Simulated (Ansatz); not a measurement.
The same path of CH5NSSi (9 atoms, charge 0, multiplicity 1) was run 3 times with different band settings. The coordinate that changes most is the dihedral H5–N1–C2–S4.

Method: Ansatz 0.2.0, RKS PBE0/def2-SVP.

Relaxed end points:

```xyz
9
Properties=species:S:1:pos:R:3
N -0.242 1.415 -0.612
C 0.062 0.116 -0.711
Si 0.110 -0.971 0.851
S 0.416 -0.649 -2.128
H -0.259 1.985 -1.454
H -0.451 1.852 0.277
H 1.488 -1.510 1.013
H -0.878 -2.074 0.696
H -0.245 -0.164 2.068
```

```xyz
9
Properties=species:S:1:pos:R:3
N -0.243 1.415 -0.612
C 0.065 0.116 -0.710
Si 0.110 -0.971 0.851
S 0.425 -0.647 -2.128
H -0.459 1.851 0.275
H -0.262 1.985 -1.454
H 1.486 -1.517 1.012
H -0.883 -2.069 0.698
H -0.239 -0.163 2.069
```

Common settings: movable images 7; climbing image yes; spring 5.0 eV/Å²; optimiser quadratic models (default); start path through a guess of the saddle point; end points relaxed.

| run | force threshold | iteration limit |
| --- | --- | --- |
| 1 | 0.05 eV/Å | 39 |
| 2 | 0.5 eV/Å | 44 |
| 3 | 0.2 eV/Å | 52 |

What does each run give, and how far can it be trusted?

Run 1: converged after 14 iterations, highest image 1.010 eV above the first end. The profile has 2 maxima (images 2, 5) with wells between them (image 3): this band takes more than one step, which may be the mechanism or a detour left from its start path. A vibrational analysis at the climbing image gives one clearly imaginary mode, 572i cm⁻¹: a first-order saddle point.
Run 2: converged after 8 iterations, highest image 0.932 eV above the first end. The threshold of 0.5 eV/Å is loose, so the images may lie well off the minimum-energy path. The order of the stationary point at the top wasn't checked.
Run 3: converged after 11 iterations, highest image 1.012 eV above the first end. The threshold of 0.2 eV/Å is loose, so the images may lie well off the minimum-energy path. Another band between the same ends (7 images) ends at a top of the same energy, where a vibrational analysis finds 1 clearly imaginary mode.
